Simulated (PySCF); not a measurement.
Computed IR spectrum (relative IR intensity) of a molecule C5H9N. Coordinates come from a PBE-D3(BJ)/def2-SVP optimisation. Other conformers were not sampled. Level of theory: PySCF with PBE-D3(BJ)/def2-SVP. Frequencies are harmonic and unscaled.

ν (cm⁻¹): 232 (m), 258 (w), 316 (vw), 414 (vw), 623 (m), 709 (m), 823 (vs), 867 (vs), 891 (m), 902 (m), 936 (m), 983 (w), 988 (m), 1022 (vw), 1084 (w), 1112 (w), 1233 (w), 1262 (vw), 1269 (w), 1325 (vw), 1376 (w), 1389 (w), 1578 (m), 1656 (w), 1679 (vw), 2969 (w), 3052 (m), 3067 (vw), 3072 (vw), 3163 (w), 3168 (w) (against the strongest line: vs over 80 %, s over 45 %, m over 15 %, w over 4 %, vw less)

Identify the compound among the candidates.
(A) CN=C1CCC1
(B) C=C[C@@H]1CCN1
(C) C=CC(N)C=C
(D) NCC1=CCC1

C, C=CC(N)C=C
